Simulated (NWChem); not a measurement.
System: SiHO2 cation; SMILES O=[Si]=[OH+]

NWChem input:

```
start job
memory heap 200 mb stack 900 mb global 1100 mb
charge 1
geometry units angstroms noautoz
  O      0.000881     1.590718     0.000000
  Si    -0.000594     0.087877     0.000000
  O      0.002318    -1.435738     0.000000
  H     -0.016123    -2.404351     0.000000
end
basis spherical
  * library def2-svp
end
dft
  xc m06-2x
  iterations 150
  mulliken
end
task dft gradient
```

Output (shortened):

```
             Northwest Computational Chemistry Package (NWChem) 7.3.0
             --------------------------------------------------------

 CS  symmetry detected

                             Geometry "geometry" -> ""
                             -------------------------

 Output coordinates in angstroms (scale by  1.889725989 to convert to a.u.)

  No.       Tag          Charge          X              Y              Z
 ---- ---------------- ---------- -------------- -------------- --------------
    1 O                    8.0000     0.00072298     1.58859654     0.00000000
    2 Si                  14.0000    -0.00063772     0.08575544     0.00000000
    3 O                    8.0000     0.00239017    -1.43785934     0.00000000
    4 H                    1.0000    -0.01597716    -2.40647374     0.00000000

 Effective nuclear repulsion energy (a.u.)      97.9290729011

      Symmetry information
      --------------------

 Group name             Cs
 Group number              2
 Group order               2
 No. of unique centers     4

                                 NWChem DFT Module
                                 -----------------

 Summary of "ao basis" -> "ao basis" (spherical)
 ------------------------------------------------------------------------------
       Tag                 Description            Shells   Functions and Types
 ---------------- ------------------------------  ------  ---------------------
 O                          def2-svp                 6       14   3s2p1d
 Si                         def2-svp                 8       18   4s3p1d
 H                          def2-svp                 3        5   2s1p

      Symmetry analysis of basis
      --------------------------

        a'         37
        a"         14

            General Information
            -------------------
          SCF calculation type: DFT
          Wavefunction type:  closed shell.
          No. of atoms     :     4
          No. of electrons :    30
           Alpha electrons :    15
            Beta electrons :    15
          Charge           :     1
          Spin multiplicity:     1
          Use of symmetry is: on ; symmetry adaption is: on
          Maximum number of iterations: 150
          AO basis - number of functions:    51
                     number of shells:    23
          Convergence on energy requested:  1.00D-06
          Convergence on density requested:  1.00D-05
          Convergence on gradient requested:  5.00D-04

              XC Information
              --------------
                       M06-2X Method XC Functional
                     Hartree-Fock (Exact) Exchange  0.540
                        M06-2X Exchange Functional  1.000
                      M06-2X Correlation Potential  1.000

             Grid Information
             ----------------
          Grid used for XC integration:  medium
          Radial quadrature: Mura-Knowles
          Angular quadrature: Lebedev.
          Tag              B.-S. Rad. Rad. Pts. Rad. Cut. Ang. Pts.
          ---              ---------- --------- --------- ---------
          O                   0.60       49          11.0       434
          Si                  1.10       88           8.0       590
          H                   0.35       45           9.0       434
          Grid pruning is: on
          Number of quadrature shells:   231
          Spatial weights used:  Erf1

      Superposition of Atomic Density Guess
      -------------------------------------

 Sum of atomic energies:        -438.62013109

 Renormalizing density from      31.00 to     30

      Non-variational initial energy
      ------------------------------

 Total energy =    -430.191545
 1-e energy   =    -775.338218
 2-e energy   =     247.217600
 HOMO         =      -0.900776
 LUMO         =      -0.522124

      Symmetry analysis of molecular orbitals - initial
      -------------------------------------------------

  Numbering of irreducible representations:

     1 a'          2 a"

  Orbital symmetries:

     1 a'          2 a'          3 a'          4 a'          5 a'
     6 a'          7 a"          8 a'          9 a'         10 a'
    11 a'         12 a'         13 a"         14 a'         15 a"
    16 a'         17 a'         18 a"         19 a'         20 a'
    21 a'         22 a"         23 a'         24 a'         25 a"

     ---------------------------------------------
      Total Density - Mulliken Population Analysis
     ---------------------------------------------

    Atom       Charge   Shell Charges
 -----------   ------   -------------------------------------------------------
    1 O    8     8.86   1.99  1.22  0.61  3.32  1.69  0.01
    2 Si  14    12.07   2.00  2.00  0.87  0.04  5.97  0.70  0.16  0.33
    3 O    8     8.54   1.99  1.13  0.53  3.36  1.53  0.00
    4 H    1     0.53   0.44  0.04  0.06

   convergence    iter        energy       DeltaE   RMS-Dens  Diis-err
 ---------------- ----- ----------------- --------- --------- ---------
 d= 0,ls=0.0,diis     1   -439.6409870165 -5.38D+02  4.48D-02  2.78D+00
 d= 0,ls=0.0,diis     2   -438.6383507889  1.00D+00  3.77D-02  1.13D+01
 d= 0,ls=0.0,diis     3   -439.8755718195 -1.24D+00  7.21D-03  4.50D-01
 d= 0,ls=0.0,diis     4   -439.9177736169 -4.22D-02  1.81D-03  4.62D-02
 d= 0,ls=0.0,diis     5   -439.9217185317 -3.94D-03  4.15D-04  2.51D-04
  Resetting Diis
 d= 0,ls=0.0,diis     6   -439.9217541356 -3.56D-05  7.94D-05  2.39D-05
 d= 0,ls=0.0,diis     7   -439.9217578414 -3.71D-06  2.55D-05  4.87D-07
 d= 0,ls=0.0,diis     8   -439.9217580793 -2.38D-07  1.26D-05  2.66D-07
 d= 0,ls=0.0,diis     9   -439.9217581161 -3.68D-08  8.66D-06  2.20D-07

         Total DFT energy =     -439.921758116127
      One electron energy =     -794.004940419430
           Coulomb energy =      294.280659935703
    Exchange-Corr. energy =      -38.126550533541
 Nuclear repulsion energy =       97.929072901141

 Numeric. integr. density =       29.999998120242

                  Occupations of the irreducible representations
                  ----------------------------------------------

                     irrep           alpha         beta
                     --------     --------     --------
                     a'               12.0         12.0
                     a"                3.0          3.0

                       DFT Final Molecular Orbital Analysis
                       ------------------------------------

 Vector   13  Occ=2.000000D+00  E=-7.286191D-01  Symmetry=a'
              MO Center=  1.3D-03,  1.4D+00,  3.9D-17, r^2= 1.1D+00
   Bfn.  Coefficient  Atom+Function         Bfn.  Coefficient  Atom+Function
  ----- ------------  ---------------      ----- ------------  ---------------
     5      0.508172  1 O  py                17     -0.503611  2 Si s
     3      0.322869  1 O  s                 16     -0.256795  2 Si s
     8      0.251820  1 O  py                 2      0.242997  1 O  s
    23     -0.226234  2 Si py                35      0.120303  3 O  s
    20      0.117899  2 Si py                 1      0.115145  1 O  s

 Vector   14  Occ=2.000000D+00  E=-6.629302D-01  Symmetry=a'
              MO Center=  7.8D-04,  1.3D+00, -1.3D-15, r^2= 1.1D+00
   Bfn.  Coefficient  Atom+Function         Bfn.  Coefficient  Atom+Function
  ----- ------------  ---------------      ----- ------------  ---------------
     4      0.573351  1 O  px                 7      0.380793  1 O  px
    22      0.194324  2 Si px                36     -0.132737  3 O  px
    28      0.130656  2 Si d -2              25      0.129020  2 Si px
    39     -0.098822  3 O  px                19     -0.096558  2 Si px
    10     -0.026429  1 O  d -2

 Vector   15  Occ=2.000000D+00  E=-6.629294D-01  Symmetry=a"
              MO Center=  5.5D-04,  1.3D+00, -1.6D-14, r^2= 1.1D+00
   Bfn.  Coefficient  Atom+Function         Bfn.  Coefficient  Atom+Function
  ----- ------------  ---------------      ----- ------------  ---------------
     6      0.573352  1 O  pz                 9      0.380795  1 O  pz
    24      0.194311  2 Si pz                38     -0.132764  3 O  pz
    29      0.130660  2 Si d -1              27      0.129012  2 Si pz
    41     -0.098851  3 O  pz                21     -0.096551  2 Si pz
    11     -0.026429  1 O  d -1

 Vector   16  Occ=0.000000D+00  E=-3.380241D-01  Symmetry=a'
              MO Center= -2.4D-03,  1.0D-01, -1.4D-15, r^2= 2.5D+00
   Bfn.  Coefficient  Atom+Function         Bfn.  Coefficient  Atom+Function
  ----- ------------  ---------------      ----- ------------  ---------------
    18      0.662252  2 Si s                 17      0.392665  2 Si s
    35     -0.350239  3 O  s                  5      0.315623  1 O  py
    16      0.271287  2 Si s                 32      0.234335  2 Si d  2
    34     -0.190444  3 O  s                  8      0.178498  1 O  py
    47      0.156719  4 H  s                 37     -0.150740  3 O  py

 Vector   17  Occ=0.000000D+00  E=-2.335216D-01  Symmetry=a'
              MO Center= -1.2D-03,  1.2D-01, -6.3D-16, r^2= 2.5D+00
   Bfn.  Coefficient  Atom+Function         Bfn.  Coefficient  Atom+Function
  ----- ------------  ---------------      ----- ------------  ---------------
    25      0.697618  2 Si px                22      0.472989  2 Si px
     7     -0.310324  1 O  px                 4     -0.298858  1 O  px
    39     -0.265327  3 O  px                36     -0.245825  3 O  px
    19     -0.212985  2 Si px                28     -0.060028  2 Si d -2

 Vector   18  Occ=0.000000D+00  E=-2.335056D-01  Symmetry=a"
              MO Center= -8.5D-04,  1.2D-01,  2.9D-15, r^2= 2.5D+00
   Bfn.  Coefficient  Atom+Function         Bfn.  Coefficient  Atom+Function
  ----- ------------  ---------------      ----- ------------  ---------------
    27      0.697665  2 Si pz                24      0.472989  2 Si pz
     9     -0.310336  1 O  pz                 6     -0.298865  1 O  pz
    41     -0.265440  3 O  pz                38     -0.245902  3 O  pz
    21     -0.212985  2 Si pz                29     -0.060005  2 Si d -1

     ---------------------------------------------
      Total Density - Mulliken Population Analysis
     ---------------------------------------------

    Atom       Charge   Shell Charges
 -----------   ------   -------------------------------------------------------
    1 O    8     8.21   1.99  1.14  0.68  2.71  1.68  0.01
    2 Si  14    12.88   2.00  1.98  1.01  0.01  5.93  1.10  0.38  0.47
    3 O    8     8.21   1.99  1.03  0.59  2.96  1.64  0.00
    4 H    1     0.69   0.60  0.03  0.07

     -------------------------------------------
      Total Density - Lowdin Population Analysis
     -------------------------------------------

    Atom       Charge   Shell Charges
 -----------   ------   -------------------------------------------------------
    1 O    8     8.20   1.98  0.98  0.67  2.57  1.98  0.02
    2 Si  14    12.96   2.00  1.92  0.59  0.21  5.82  1.11  0.68  0.64
    3 O    8     8.04   1.97  0.81  0.54  2.77  1.94  0.01
    4 H    1     0.80   0.48  0.14  0.18

     Multipole analysis of the density
     ---------------------------------

     L   x y z        total         alpha         beta         nuclear
     -   - - -        -----         -----         ----         -------
     0   0 0 0      1.000000    -15.000000    -15.000000     31.000000

     1   1 0 0     -0.018881     -0.009441     -0.009441      0.000000
     1   0 1 0     -2.075713     -1.037856     -1.037856      0.000000
     1   0 0 1     -0.000000     -0.000000     -0.000000      0.000000

     2   2 0 0    -13.484992     -6.743051     -6.743051      0.001110
     2   1 1 0      0.078791      0.004797      0.004797      0.069198
     2   1 0 1      0.000000      0.000000      0.000000      0.000000
     2   0 2 0    -10.039425    -81.123913    -81.123913    152.208401
     2   0 1 1      0.000000      0.000000      0.000000      0.000000
     2   0 0 2    -13.485598     -6.742799     -6.742799      0.000000

            General Information
            -------------------
          SCF calculation type: DFT
          Wavefunction type:  closed shell.
          No. of atoms     :     4
          No. of electrons :    30
           Alpha electrons :    15
            Beta electrons :    15
          Charge           :     1
          Spin multiplicity:     1
          Use of symmetry is: on ; symmetry adaption is: on
          Maximum number of iterations: 150
          AO basis - number of functions:    51
                     number of shells:    23
          Convergence on energy requested:  1.00D-06
          Convergence on density requested:  1.00D-05
          Convergence on gradient requested:  5.00D-04

              XC Information
              --------------
                       M06-2X Method XC Functional
                     Hartree-Fock (Exact) Exchange  0.540
                        M06-2X Exchange Functional  1.000
                      M06-2X Correlation Potential  1.000

             Grid Information
             ----------------
          Grid used for XC integration:  medium
          Radial quadrature: Mura-Knowles
          Angular quadrature: Lebedev.
          Tag              B.-S. Rad. Rad. Pts. Rad. Cut. Ang. Pts.
          ---              ---------- --------- --------- ---------
          O                   0.60       49          11.0       434
          Si                  1.10       88           8.0       590
          H                   0.35       45           9.0       434
          Grid pruning is: on
          Number of quadrature shells:   231
          Spatial weights used:  Erf1

          Convergence Information
          -----------------------
          Convergence aids based upon iterative change in
          total energy or number of iterations.
          Levelshifting, if invoked, occurs when the
          HOMO/LUMO gap drops below (HL_TOL):  1.00D-02
          DIIS, if invoked, will attempt to extrapolate
          using up to (NFOCK): 10 stored Fock matrices.

                    Damping( 0%)  Levelshifting(0.5)       DIIS
                  --------------- ------------------- ---------------
          dE  on:    start            ASAP                start
          dE off:    2 iters        150 iters           150 iters

                            NWChem DFT Gradient Module
                            --------------------------

  charge          =   1.00
  wavefunction    = closed shell

  Using symmetry

                         DFT ENERGY GRADIENTS

    atom               coordinates                        gradient
                 x          y          z           x          y          z
   1 O       0.001366   3.002012   0.000000    0.000024   0.011456   0.000000
   2 Si     -0.001205   0.162054   0.000000   -0.000085  -0.006872   0.000000
   3 O       0.004517  -2.717160   0.000000    0.000071  -0.006805   0.000000
   4 H      -0.030192  -4.547576   0.000000   -0.000011   0.002221   0.000000
```

Level: M06-2X/def2-SVP. All runs use the structure optimised with PBE0/def2-SVP.
